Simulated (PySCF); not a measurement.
# SiSe₂⁻: from structure and modes to constants

All numbers come from UB3LYP/[Si def2-SVPD, Se def2-SVPD], no relativity, density fitting, PySCF.

The doublet minimum has C2v symmetry. Masses (u): Si 27.97693, Se 79.91652.

```xyz
3
charge -1 multiplicity 2, angstrom
Si    0.0000    0.0000   -0.7446
Se    2.0015    0.0000    0.1293
Se   -2.0015    0.0000    0.1293
```

Harmonic wavenumbers (cm⁻¹): 129.8 (a1, ×1), 339.4 (a1, ×1), 531.9 (b2, ×1).

Problem. Find the principal moments of inertia and the rotational constants. What kind of rotor is it?

Solution. About the centre of mass I = 18.185, 640.28, 658.46 u Å². With B = 16.8576/I this gives 0.927, 0.02633, 0.0256 cm⁻¹. The molecule is an asymmetric top with κ = -1.00.

Problem. What is the harmonic zero-point energy?

Solution. Half the sum of all 3 wavenumbers, 1001/2 = 501 cm⁻¹, which is 6.0 kJ/mol (1 cm⁻¹ = 0.0119627 kJ/mol).

Problem. Find the vibrational entropy and heat capacity at 298.15 K.

Solution. With u = 1.43878 ω/T, each mode gives S = R[u/(eᵘ−1) − ln(1−e⁻ᵘ)] and C = R u² eᵘ/(eᵘ−1)².
```
ω (cm⁻¹)      u  S (J/(mol K))  C (J/(mol K))
   129.8  0.626          12.34           8.05
   339.4  1.638           5.08           6.68
   531.9  2.567           2.44           4.94
```
The sums over all modes are S = 19.9 and C = 19.7 J/(mol K); the softest mode gives 62 % of the entropy.

This need not be the most stable arrangement of these atoms. The lowest empty level of this anion is unbound, so it and the gap depend on the basis.
